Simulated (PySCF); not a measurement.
Vertical excitation energies

Species: C4H9PSi2.
SMILES with atom numbers: `[CH:1]#[C:2]/[C:3](=[CH:4]/[SiH3:5])[SiH2:6][PH2:7]` (hydrogens: H8 on C1; H9 on C4; H10, H11, H12 on Si5; H13, H14 on Si6; H15, H16 on P7)

Method: TDDFT B3LYP/def2-SVPD, vertical, gas phase, core orbitals frozen in the response in PySCF 2.14.0, density-fitted response routines. Isolated species at its GFN2-xTB geometry (one conformer only). Torsions of this conformer, `[CH:1]#[C:2]/[C:3](=[CH:4]/[SiH3:5])[SiH2:6][PH2:7]`: C2–C3–Si6–P7 101°, H–P7–Si6–C3 -73°, H–P7–Si6–C3 -166°.

**Question.** Predict the UV-vis stick spectrum at this level.

**Answer.** 

```tsv
state	E (eV)	λ (nm)	f	main configurations (H = HOMO, L = LUMO)
S1	4.53	273.5	0.014	H-2→L (53%), H-1→L (35%), H→L (11%)
S2	4.68	264.7	0.033	H-2→L (44%), H-1→L (30%), H→L (25%)
S3	4.93	251.6	0.246	H→L (57%), H-1→L (33%)
S4	5.60	221.6	0.0089	H-3→L (93%)
S5	5.88	210.8	0.0004	H→L+1 (77%), H→L+2 (13%)
S6	6.27	197.8	0.012	H→L+2 (69%), H→L+1 (19%)
S7	6.29	197.1	0.018	H→L+3 (46%), H-1→L+1 (16%), H-4→L (14%)
S8	6.34	195.7	0.024	H-4→L (68%), H-1→L+1 (13%)
```

Triplets (Tamm–Dancoff): T1 3.08 eV, H→L (88%); T2 4.29 eV, H-2→L (70%), H-1→L (24%); T3 4.55 eV, H-1→L (65%), H-2→L (25%).

The lowest singlet lies at 4.53 eV (274 nm, ultraviolet) and is weak; its leading configuration is HOMO-2→LUMO (53%). The most intense listed level is S3 at 4.93 eV (252 nm, f = 0.246), 0.39 eV above S1. Löwdin shares by element: HOMO carbon 73% (atoms not listed hold the other 27%); LUMO carbon 72% (atoms not listed hold the other 28%). The listed states span 1.80 eV, and the widest gap between neighbours is 0.67 eV (S3 to S4). The oscillator strengths of these states sum to 0.356; summed over the whole spectrum of an exact calculation they would give the number of electrons, 76 (Thomas–Reiche–Kuhn). Of the 8 states listed, 6 reach f = 0.01 and 1 stays under 0.0005. The window holds the lowest 8 singlets.

The run took 52 s wall on Arm Neoverse V1, one thread, no GPU, shared host with 32 logical CPUs at a one-minute load of 22, and the process peaked at 0.84 GiB of memory.
